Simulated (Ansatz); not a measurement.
Reaction (redistribution): `CCBCC` + `N[CH2][Zn][F]` → `CCBCN` + `C[CH2][Zn][F]`

Gas-phase electronic energies from Ansatz, PBE0-D4/def2-TZVP geometries. CCSD(T)/CBS is the MP2 limit (def2-TZVPP, def2-QZVPP) plus CCSD(T) − MP2 in def2-TZVPP, frozen cores. DFT in def2-TZVPP. For Zn outer-core shells are correlated without core-valence functions, which leaves a few kJ/mol of doubt a bond. Scalar relativity is left out up to krypton. Each species was taken in one conformer, which may not be the lowest.

```tsv
species	r2SCAN-D4 energy (Eh)
`CCBCC`	-183.83632
`N[CH2][Zn][F]`	-1974.49616
`CCBCN`	-199.87377
`C[CH2][Zn][F]`	-1958.46255
```

Problem. Work out ΔE.

Solution. ΔE = (-199.87377) + (-1958.46255) − (-183.83632) − (-1974.49616) = -0.00384 Eh = -10.1 kJ/mol. CCSD(T)/CBS gives -8.9 kJ/mol.

Largest T1 diagnostic among the species: 0.015.

In def2-TZVPP, CCSD(T) changes the Hartree–Fock value by −3.3 kJ/mol (the triples alone add −0.5 kJ/mol) and MP2 by −4.0 kJ/mol.
